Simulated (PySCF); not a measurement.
Species: C3H8N2SSi.
Geometry (GFN2-xTB, Å), atoms numbered from 1 in this order:
```xyz
15
C3H8N2SSi angstrom
N     -2.075    1.049    0.619
Si    -1.540    0.216   -0.794
N     -2.568   -1.165   -0.882
C      0.263   -0.100   -0.467
C      1.427   -0.356   -0.288
C      2.832   -0.574   -0.060
S      3.799    0.988   -0.253
H     -3.066    1.194    0.727
H     -1.575    1.876    0.900
H     -1.663    0.876   -2.099
H     -2.433   -1.807   -1.645
H     -2.745   -1.677   -0.033
H      3.019   -0.959    0.945
H      3.253   -1.255   -0.801
H      3.069    1.702    0.602
```

Computed at PBE0/pcSseg-1 (PySCF, non-relativistic), with Q(14N) = 0.02044 b, Q(33S) = −0.0678 b: N1, 14N (I = 1): χzz = -4.324 MHz, η = 0.333; S7, 33S (I = 3/2): χzz = 48.99 MHz, η = 0.635.

Find the zero-field quadrupole resonance frequencies of 14N at N1.

From ν± = (3/4)|χ|(1 ± η/3) and ν0 = |χ|η/2: ν+ 3.603 MHz, ν− 2.884 MHz, ν0 0.719 MHz (silicon-bound nitrogen).

Where would the pure quadrupole (NQR) lines of 33S at S7 fall for the rigid, isolated species?

From ν = (|χ|/2)√(1 + η²/3): ν = 26.09 MHz (thiol sulfur).

In a crystal, neighbours and librations shift these lines. GFN2-xTB bond lengths can be off by several hundredths of an ångström, more for odd bonds, and the gradients follow them. With a basis this small, the couplings can be 20 % off.

One conformer stands for the species.
